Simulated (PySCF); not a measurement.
Shapes and spin states of AuBr₂⁺

Level of theory: PySCF, B3LYP, basis Au def2-SVP with ECP60, Br def2-SVP (scalar-relativistic core potentials, no spin–orbit coupling, density fitting).

Relaxations began from a few typed shapes and spin states; open shells are unrestricted. The search is not exhaustive: other isomers or separated fragments can lie lower, and high-lying points may rest on an excited occupation.

Question: Which is the lowest minimum found?
A. triplet D∞h: Au–Br 2.353 Å (×2); Br–Au–Br 180.0°
B. singlet C2v: Au–Br 2.386 Å (×2); Br–Au–Br 88.7°

Answer: A. The others lie at 61.2 (singlet C2v) kJ/mol above it.

Formally Au is in oxidation state +3, d8, with 2 unpaired electrons (the high-spin count). The Mulliken spin on Au is 0.37, so most of the spin sits on the ligands and the formal count fails. The polar-tensor charge on Au, 0.52, is far below the formal one.

For the lowest minimum: other spin states or occupations of the open shell can lie lower. No spin–orbit coupling is included, which matters more the heavier the element.
